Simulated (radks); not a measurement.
The numbers below are computed, except where a source is named.
Neutral arsenic inside a hard spherical wall (all orbitals vanish at R), configuration held at [Ar] 3d10 4s2 4p3 and not refilled when levels cross. Level of theory: scalar-relativistic Kohn-Sham, PBE, spin-polarised, spherical densities, finite nucleus; open shells are filled with parallel spins first; Fermi nuclear charge, rms radius 4.0968 fm (a radial shooting solver on a logarithmic mesh with Libxc functionals). Eigenvalues in eV for spin up, with the zero of energy where the potential of the charges vanishes at infinity; a dash marks a level that is unbound or too diffuse for the functional's potential to be trusted. A positive occupied level is held by the wall or, in an anion where self-interaction has pushed it up, behind a barrier. The pressure on the wall is -dE/dV.

R (bohr),E (hartree),kinetic (hartree),e(3p),e(3d),e(4s),e(4p),"e(5s, empty)","e(5p, empty)",pressure (GPa)
free,-2260.85402,2304.360,-133.36,-40.377,-15.209,-5.920,-,-,0
20,-2260.85402,2304.360,-133.36,-40.377,-15.209,-5.920,-,-,< 0.0001
15,-2260.85402,2304.360,-133.36,-40.377,-15.209,-5.920,-0.567,0.519,< 0.0001
12,-2260.85401,2304.360,-133.36,-40.376,-15.208,-5.919,-0.414,0.967,0.000179
10,-2260.85390,2304.361,-133.35,-40.364,-15.198,-5.910,-0.063,1.736,0.00356
8,-2260.85245,2304.374,-133.24,-40.261,-15.119,-5.830,1.026,3.705,0.0739
6,-2260.83318,2304.500,-132.49,-39.513,-14.573,-5.224,4.996,9.676,1.78
5,-2260.77480,2304.815,-131.07,-38.111,-13.564,-3.995,10.845,17.384,10.1
4,-2260.53029,2305.914,-127.40,-34.523,-10.755,-0.387,25.373,34.808,69.0
3,-2259.35501,2310.190,-118.05,-25.437,-1.338,11.625,67.736,81.848,636
